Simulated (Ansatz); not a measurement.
The cluster CaO₂H₂. The state is a singlet with charge 0. Geometry PBE0-D4/def2-TZVP; atoms count from 1.

Cartesian coordinates in Å:
```
Ca 0.2070 0.0361 -0.0069
O -0.3029 1.9288 0.5082
O 0.3341 -1.9234 -0.5092
H 0.3482 -2.8467 -0.7424
H -0.5864 2.8053 0.7504
```

The structure comes from a short search, and lower isomers may exist.

Question: Estimate the Mulliken populations from the PBE0/def2-TZVP orbitals of Ansatz.

Answer: 
```csv
atom,charge (e)
Ca1,1.27
O2,-0.93
O3,-0.93
H4,0.29
H5,0.29
```
Mulliken values and Mayer orders depend strongly on the basis.

Question: And the Mayer bond orders between bonded heavy atoms (over 0.3)?

Answer: Ca1–O2 0.64 (2.03 Å); Ca1–O3 0.64 (2.03 Å).
